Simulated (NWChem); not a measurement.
System: C$_{5}$H$_{10}$O; SMILES C1CCCCO1

NWChem input:

```
start job
memory heap 200 mb stack 900 mb global 1100 mb
geometry units angstroms noautoz
  C      0.998855     0.909763     0.403119
  C     -0.374270     1.446458    -0.020359
  C     -1.312387     0.274884    -0.345374
  O     -0.973534    -0.861258     0.405223
  C      0.245691    -1.435372    -0.002058
  C      1.304858    -0.379531    -0.349311
  H      0.995512     0.699075     1.485344
  H      1.782635     1.664064     0.233888
  H     -0.797478     2.068577     0.783751
  H     -0.281115     2.096917    -0.906440
  H     -1.281377     0.041081    -1.429868
  H     -2.357754     0.518121    -0.103915
  H      0.082454    -2.117642    -0.862126
  H      0.581579    -2.054134     0.845230
  H      2.308470    -0.762428    -0.106710
  H      1.307725    -0.174910    -1.433952
end
basis spherical
  * library 6-31g*
end
dft
  xc b3lyp
  iterations 150
  mulliken
end
task dft energy
```

Output (shortened):

```
             Northwest Computational Chemistry Package (NWChem) 7.3.0
             --------------------------------------------------------

 C1  symmetry detected

                             Geometry "geometry" -> ""
                             -------------------------

 Output coordinates in angstroms (scale by  1.889725989 to convert to a.u.)

  No.       Tag          Charge          X              Y              Z
 ---- ---------------- ---------- -------------- -------------- --------------
    1 C                    6.0000     1.00443970     0.91559333     0.39349039
    2 C                    6.0000    -0.37346736     1.44543152    -0.02303218
    3 C                    6.0000    -1.31008029     0.26900262    -0.33456895
    4 O                    8.0000    -0.96208050    -0.86174596     0.41997704
    5 C                    6.0000     0.25603018    -1.43423083     0.00710688
    6 C                    6.0000     1.30919328    -0.37697051    -0.35381928
    7 H                    1.0000     1.00963266     0.71106285     1.47688869
    8 H                    1.0000     1.78450132     1.67144489     0.21429081
    9 H                    1.0000    -0.79286589     2.07075058     0.78059143
   10 H                    1.0000    -0.28886701     2.09113068    -0.91344201
   11 H                    1.0000    -1.28617011     0.02912802    -1.41791617
   12 H                    1.0000    -2.35445884     0.51023447    -0.08690085
   13 H                    1.0000     0.08879321    -2.12191175    -0.84786819
   14 H                    1.0000     0.60007433    -2.04706937     0.85542678
   15 H                    1.0000     2.31578462    -0.75523722    -0.11635229
   16 H                    1.0000     1.30352665    -0.17852220    -1.43959561

 Effective nuclear repulsion energy (a.u.)     261.1952846000

                                 NWChem DFT Module
                                 -----------------

 Summary of "ao basis" -> "ao basis" (spherical)
 ------------------------------------------------------------------------------
       Tag                 Description            Shells   Functions and Types
 ---------------- ------------------------------  ------  ---------------------
 C                           6-31g*                  6       14   3s2p1d
 O                           6-31g*                  6       14   3s2p1d
 H                           6-31g*                  2        2   2s

            General Information
            -------------------
          SCF calculation type: DFT
          Wavefunction type:  closed shell.
          No. of atoms     :    16
          No. of electrons :    48
           Alpha electrons :    24
            Beta electrons :    24
          Charge           :     0
          Spin multiplicity:     1
          Use of symmetry is: off; symmetry adaption is: off
          Maximum number of iterations: 150
          AO basis - number of functions:   104
                     number of shells:    56
          Convergence on energy requested:  1.00D-06
          Convergence on density requested:  1.00D-05
          Convergence on gradient requested:  5.00D-04

              XC Information
              --------------
                         B3LYP Method XC Potential
                     Hartree-Fock (Exact) Exchange  0.200
                        Slater Exchange Functional  0.800 local
                    Becke 1988 Exchange Functional  0.720 non-local
              Lee-Yang-Parr Correlation Functional  0.810
                  VWN I RPA Correlation Functional  0.190 local

             Grid Information
             ----------------
          Grid used for XC integration:  medium
          Radial quadrature: Mura-Knowles
          Angular quadrature: Lebedev.
          Tag              B.-S. Rad. Rad. Pts. Rad. Cut. Ang. Pts.
          ---              ---------- --------- --------- ---------
          C                   0.70       49          10.0       434
          O                   0.60       49          10.0       434
          H                   0.35       45          11.0       434
          Grid pruning is: on
          Number of quadrature shells:   744
          Spatial weights used:  Erf1

      Superposition of Atomic Density Guess
      -------------------------------------

 Sum of atomic energies:        -268.03794836

      Non-variational initial energy
      ------------------------------

 Total energy =    -272.118209
 1-e energy   =    -879.417217
 2-e energy   =     346.103724
 HOMO         =      -0.299096
 LUMO         =       0.120445

     ---------------------------------------------
      Total Density - Mulliken Population Analysis
     ---------------------------------------------

    Atom       Charge   Shell Charges
 -----------   ------   -------------------------------------------------------
    1 C    6     6.42   2.00  0.71  1.97  0.63  1.08  0.04
    2 C    6     6.46   2.00  0.71  1.98  0.63  1.10  0.04
    3 C    6     6.01   2.00  0.69  1.79  0.57  0.89  0.06
    4 O    8     8.68   2.00  0.92  3.02  0.91  1.81  0.02
    5 C    6     5.98   2.00  0.69  1.78  0.57  0.88  0.06
    6 C    6     6.48   2.00  0.71  1.98  0.64  1.11  0.04
    7 H    1     0.79   0.47  0.31
    8 H    1     0.78   0.47  0.31
    9 H    1     0.79   0.47  0.31
   10 H    1     0.78   0.47  0.31
   11 H    1     0.83   0.48  0.34
   12 H    1     0.81   0.48  0.32
   13 H    1     0.83   0.48  0.34
   14 H    1     0.81   0.49  0.33
   15 H    1     0.77   0.47  0.30
   16 H    1     0.79   0.47  0.31

[...]
```

Level: B3LYP/6-31G* (spherical d). Structure relaxed at the PBE0/def2-SVP level.
